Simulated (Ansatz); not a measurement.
Species: H$_{4}$BNO$_{2}$, charge 0, singlet. H4BNO2 (aminoboronic acid, SMILES NB(O)O).
B3LYP-D3(BJ)/def2-TZVP minimum from Ansatz (a quantum-chemistry and plane-wave program):
```xyz
8

B     -0.0046     0.0010    -0.0027
O     -0.9180    -1.0316    -0.1170
H     -1.7191    -0.8238    -0.6018
O     -0.1890     1.2647    -0.5343
H     -1.0133     1.3992    -1.0058
N      1.1890    -0.2504     0.6995
H      1.8969     0.4498     0.8226
H      1.3915    -1.1423     1.1120
```

Wanted: atomisation energy (electronic, to ground-state atoms), in kJ/mol. Radicals and triplets start from unrestricted determinants; spin-orbit coupling is neglected. CBS(X,Y): correlation extrapolated as X^-3, Hartree-Fock from the larger set. A bracket is a step between two methods taken in the basis named. Functionals run without relativity, which enters their misses. 'core' is core correlation in cc-pwCVTZ, 'X2C' scalar relativity in cc-pVTZ-DK, both at CCSD(T). For partners of very few electrons the exact lower level stands in for a higher one.

CCSD(T)/CBS(cc-pVTZ,cc-pVQZ) + [CCSDT(Q) - CCSD(T)]/cc-pVDZ + core + X2C (Ansatz) gives 3310.3 kJ/mol.

What does PBE/def2-TZVPD (Ansatz) give here, and how do the other levels compare?

PBE gives 3363.3 kJ/mol, 53.0 kJ/mol above it. Differences of the others: r2SCAN/def2-TZVPD (Ansatz) -17.0; B3LYP/def2-TZVPD (Ansatz) -27.8; wB97M-V/def2-TZVPD (Ansatz) 0.3; CCSD(T)/CBS(cc-pVTZ,cc-pVQZ) + core + X2C (Ansatz) -3.4 kJ/mol. Nearer than PBE: r2SCAN/def2-TZVPD, B3LYP/def2-TZVPD, wB97M-V/def2-TZVPD, CCSD(T)/CBS(cc-pVTZ,cc-pVQZ) + core + X2C.
